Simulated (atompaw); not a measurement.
**Cutoff test, copper, PAW (atompaw)**

Cu, PAW, made with atompaw 4.2.0.5 (LDA (PW92), scalar-relativistic). Core [Ne], reference 3s2 3p6 3d10 4s1 4p0. Waves: 3s (bound): rc 1.30 bohr; 4s (bound): rc 1.40 bohr; 3p (bound): rc 1.20 bohr; 4p (bound, empty): rc 1.40 bohr; 3d (bound): rc 0.85 bohr; 3d channel at 0.05 Ry: rc 0.85 bohr. Local part: ultrasoft scheme with l = 3 at 0 Ry, radius 1.20 bohr. Core correction: smooth core density matched at 1.25 bohr. Augmentation charge: sinc compensation charge, radius 1.05 bohr; PAW radius 1.40 bohr; waves and projectors: custom polynom vanderbiltortho.

The pseudo-atom Hamiltonian at the reference potential is diagonalised in spherical Bessel functions j_l(qr) that vanish at 20 bohr, with q² up to the cutoff. All-electron valence levels (Ry): 3s -8.3899, 4s -0.3571, 3p -5.2943, 4p -0.0575, 3d -0.3913.

Task: How do the lowest levels (Ry) of each channel move with the cutoff, and are there ghosts?

Result:

| cutoff (Ry) | s #1 | s #2 | s #3 | p #1 | p #2 | d #1 | d #2 | f #1 | f #2 | Σ f·Δε (mRy) |
| --- | --- | --- | --- | --- | --- | --- | --- | --- | --- | --- |
| 8 | -6.2751 | -0.2473 | 0.0212 | -0.2983 | 0.0295 | 0.0655 | 0.1536 | 0.1135 | 0.2435 | 38883.4 |
| 15 | -7.8964 | -0.3340 | 0.0132 | -1.8297 | -0.0204 | 0.0654 | 0.1529 | 0.1135 | 0.2435 | 26364.8 |
| 25 | -8.3590 | -0.3562 | 0.0114 | -4.6337 | -0.0548 | 0.0653 | 0.1518 | 0.1135 | 0.2435 | 8591.7 |
| 35 | -8.3881 | -0.3569 | 0.0113 | -5.2082 | -0.0573 | 0.0650 | 0.1498 | 0.1135 | 0.2435 | 5083.3 |
| 50 | -8.3890 | -0.3570 | 0.0113 | -5.2896 | -0.0574 | 0.0630 | 0.1307 | 0.1135 | 0.2435 | 4573.4 |
| 70 | -8.3898 | -0.3571 | 0.0113 | -5.2917 | -0.0574 | -0.1397 | 0.0676 | 0.1135 | 0.2435 | 2531.8 |
| 100 | -8.3899 | -0.3571 | 0.0113 | -5.2941 | -0.0574 | -0.3585 | 0.0667 | 0.1135 | 0.2435 | 329.5 |
| 140 | -8.3899 | -0.3571 | 0.0113 | -5.2942 | -0.0574 | -0.3881 | 0.0666 | 0.1135 | 0.2435 | 32.6 |
| 180 | -8.3899 | -0.3571 | 0.0113 | -5.2943 | -0.0574 | -0.3891 | 0.0666 | 0.1135 | 0.2435 | 21.8 |
| 260 | -8.3899 | -0.3571 | 0.0113 | -5.2943 | -0.0574 | -0.3911 | 0.0666 | 0.1135 | 0.2435 | 1.8 |
| 400 | -8.3899 | -0.3571 | 0.0113 | -5.2943 | -0.0574 | -0.3913 | 0.0666 | 0.1135 | 0.2435 | 0.0 |

Result: no extra level below or beside the all-electron valence levels (s, p, d, f tested); 10 mRy is reached at 230 Ry and 1 mRy at over 300 Ry.
